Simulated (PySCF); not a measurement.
Al2(mu-OH)2(F)4, H2Al2F4O2, singlet, PBE0/def2-SVP optimised geometry.

```
10

Al     1.40     0.00     0.00
Al    -1.40     0.00     0.00
O      0.00     0.00     1.19
H      0.00     0.01     2.15
F      2.26    -1.42     0.01
F      2.25     1.42    -0.01
O      0.00     0.00    -1.19
H      0.00     0.01    -2.15
F     -2.25    -1.42     0.00
F     -2.26     1.42     0.00
```

Density from PBE0/def2-TZVP run with PySCF at that geometry.

Minimum of the electron density along straight lines between bonded atoms, close to the bond critical point (lines longer than 1.1 times the sum of covalent radii, or with two minima, are not listed):

```
bond     length / Å  ρ at the minimum / e bohr⁻³  ∇²ρ there / e bohr⁻⁵  position (fraction from the first atom)
-------  ----------  ---------------------------  --------------------  ---------------------------------------
Al1–O3        1.834                        0.075                  0.48                                     0.42
Al2–O3        1.833                        0.075                  0.49                                     0.42
O3–H4         0.960                        0.352                 -2.49                                     0.82
Al1–F5        1.657                        0.112                  0.90                                     0.43
Al1–F6        1.657                        0.112                  0.90                                     0.43
Al1–O7        1.833                        0.075                  0.49                                     0.42
Al2–O7        1.834                        0.075                  0.48                                     0.42
O7–H8         0.960                        0.352                 -2.48                                     0.82
Al2–F9        1.657                        0.112                  0.90                                     0.43
Al2–F10       1.657                        0.112                  0.90                                     0.43
```
